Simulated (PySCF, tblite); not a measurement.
C5H7O2P.
Numbering: `[CH:1]#[C:2][P@:3](=[O:4])([OH:5])/[CH:6]=[CH:7]/[CH3:8]` (hydrogens: H9 on C1; H10 on O5; H11 on C6; H12 on C7; H13, H14, H15 on C8)

Geometry (GFN2-xTB, Å), atoms numbered from 1 in this order:
```
atom  x, y, z in Å
C1    -1.6899    0.8468    2.9263
C2    -1.5973    0.5471    1.7683
P3    -1.4231    0.1739    0.0354
O4    -1.8133    1.2559   -0.8731
O5    -2.3529   -1.1332   -0.1505
C6     0.2569   -0.4562   -0.1123
C7     1.0947    0.1406   -0.9479
C8     2.5111   -0.2499   -1.1724
H9    -1.7819    1.0963    3.9440
H10   -3.0954   -0.8869   -0.7052
H11    0.5355   -1.2996    0.5006
H12    0.7289    0.9844   -1.5202
H13    2.7850   -1.1125   -0.5699
H14    3.1663    0.5836   -0.9205
H15    2.6710   -0.4824   -2.2246
```

Method used: CAM-B3LYP/def2-SVPD in PySCF (dipole) on a GFN2-xTB geometry, gas phase.

Take the most abundant isotopes and a rigid rotor. The values belong to one conformer with, in the numbering `[CH:1]#[C:2][P@:3](=[O:4])([OH:5])/[CH:6]=[CH:7]/[CH3:8]`, C2–P3–O5–H 113°, C2–P3–C6–C7 -123°.

(1) What are A, B and C (MHz)?

(2) What kind of rotor is it?

(3) Is it planar, by Δ = Ic − Ia − Ib?

(4) Give the other two planar moments, Paa and Pbb, and the rms extents of the mass along the axes.

(5) Predict some low-J microwave lines.

(6) Estimate the classical rotational partition function at 50 K, 200 K and 500 K.

Answers

(1) Ia = 193.44, Ib = 460.71, Ic = 534.32 u·Å²; 505379 MHz·u·Å²/I gives A = 2613, B = 1097, C = 945.8 MHz.

(2) An asymmetric top: κ = (2 × 1097 − 2613 − 945.8)/(2613 − 945.8) = -0.82.

(3) Not planar: Δ = Ic − Ia − Ib = -119.84 u·Å². For a rigid frame Δ = −2 Σ m c², so Σ m c² = 59.92 u·Å² lies off the ab plane: 5.90 from hydrogen and 54.01 from heavier atoms. The atom farthest from that plane is 1.48 Å away.

(4) Paa = Σ m a² = (Ib + Ic − Ia)/2 = 400.79 and Pbb = Σ m b² = (Ia + Ic − Ib)/2 = 133.52 u·Å². With the mass M = 130.02 u, the rms extents √(P/M) along a, b and c are 1.76, 1.01, 0.68 Å.

(5) The dipole components are |μa| = 1.19 D, |μb| = 2.02 D, |μc| = 1.78 D. The squared components, which scale the intensities, stand as 0.35 : 1.00 : 0.77 (a : b : c). Some lines, for components of 0.1 D or more:

| type | branch | J(Ka,Kc) | MHz | lower level (cm⁻¹) |
| --- | --- | --- | --- | --- |
| c | Q | 4(1,4) ← 4(0,4) | 967 | 0.676 |
| c | Q | 3(1,3) ← 3(0,3) | 1185 | 0.407 |
| b | Q | 1(1,0) ← 1(0,1) | 1667 | 0.068 |
| b | Q | 3(1,2) ← 3(0,3) | 2091 | 0.407 |
| b | R | 2(0,2) ← 1(1,1) | 2559 | 0.119 |
| a | R | 2(1,1) ← 1(1,0) | 4237 | 0.124 |
| a | R | 3(1,3) ← 2(1,2) | 5895 | 0.250 |
| c | R | 2(1,1) ← 1(0,1) | 5903 | 0.068 |
| a | R | 3(0,3) ← 2(0,2) | 6086 | 0.204 |
| b | R | 4(0,4) ← 3(1,3) | 6882 | 0.447 |
| b | Q | 4(3,2) ← 4(2,3) | 7991 | 0.893 |
| c | R | 3(1,2) ← 2(0,2) | 8177 | 0.204 |
| a | R | 4(3,2) ← 3(3,1) | 8191 | 0.887 |
| a | R | 4(2,2) ← 3(2,1) | 8267 | 0.623 |
| b | R | 2(2,0) ← 1(1,1) | 8945 | 0.119 |
| c | R | 3(2,1) ← 2(1,1) | 10729 | 0.265 |
| c | R | 3(2,2) ← 2(1,2) | 11129 | 0.250 |
| c | R | 4(2,2) ← 3(1,2) | 12648 | 0.477 |
| c | R | 4(2,3) ← 3(1,3) | 13396 | 0.447 |
| c | R | 4(3,2) ← 3(2,2) | 16154 | 0.621 |
| c | R | 4(4,1) ← 3(3,1) | 19311 | 0.887 |
| b | R | 4(4,0) ← 3(3,1) | 19311 | 0.887 |

(6) Point group C1, symmetry number σ = 1; q = (√π/σ)·√((kT/h)³/(ABC)), k/h = 20836.6 MHz/K: 36200 at 50 K, 290000 at 200 K, 1140000 at 500 K.

Its GFN2-xTB frequencies are all real (lowest 46 cm⁻¹). These are rigid-rotor constants of the computed structure; measured ground-state constants (B0) also hold zero-point vibration. A rigid rotor knows nothing of internal rotation, which can split or shift real lines.
